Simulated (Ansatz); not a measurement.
Species: C$_{4}$H$_{3}$O$_{2}$, charge -1, multiplicity 1. It need not be the lowest isomer of its formula. Whether it binds its extra electron was not tested at this geometry. 
Structure (B3LYP-D3(BJ)/def2-TZVP (Ansatz, a first-principles code) minimum search):
SMILES: Oc1[c-]cco1
```xyz
9

O      1.9685    -0.1853     0.4053
C      0.6613     0.1294     0.0661
C      0.1024     1.2161    -0.5064
C     -1.2850     0.7588    -0.5780
C     -1.4272    -0.4919    -0.0570
O     -0.2001    -0.9478     0.3645
H      1.9179    -0.7753     1.1661
H     -2.1171     1.3302    -0.9794
H     -2.2565    -1.1645     0.1068
```
Charge -1, spin multiplicity 1.

Basis-set convergence of Hartree-Fock and MP2 correlation energies (hartree) with Ansatz. Cores are frozen in the correlated levels unless marked. Spin-orbit coupling is left out. No relativistic terms. This anion needs diffuse functions, which these sets lack.

The Hartree-Fock reference is unstable (checked in the largest basis), which strains HF and MP2. 

```csv
basis,functions,E(HF),"E(corr, MP2)"
cc-pVDZ,99,-302.84091,-0.89542
cc-pVTZ,222,-302.93343,-1.11579
cc-pVQZ,420,-302.95869,-1.19537
cc-pV5Z,711,___,___
```

Fill in the missing entries.


- cc-pV5Z, E(HF): -302.96623
- cc-pV5Z, E(corr, MP2): -1.22775
